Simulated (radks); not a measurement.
Values are calculated unless marked as measured or tabulated.
Problem. Valence configurations of Ni IV (all share [Ar]). Level of theory: non-relativistic Kohn-Sham, TPSS, spin-polarised, spherical densities, point nucleus; open shells are filled with parallel spins first; meta-GGA in the generalised Kohn-Sham scheme (a radial shooting solver on a logarithmic mesh with Libxc functionals). Order these by energy: 3d4 4p3; 3d5 4p2; 3d7; 3d4 4s2 4p1; 3d6.5 4s0.5; 3d5 4s2; 3d6 4s1; 3d3.5 4s0.5 4p3; 3d6 4p1.

Solution. From the lowest, in eV above it: 3d7 0.000; 3d6.5 4s0.5 6.459; 3d6 4s1 13.708; 3d6 4p1 22.102; 3d5 4s2 33.928; 3d5 4p2 48.810; 3d4 4s2 4p1 74.089; 3d4 4p3 89.215; 3d3.5 4s0.5 4p3 107.29. NIST lists [Ar] 3d7 as the ground configuration; this level of theory agrees among the configurations tried. The energies are those of spherical high-spin densities, not of single terms.
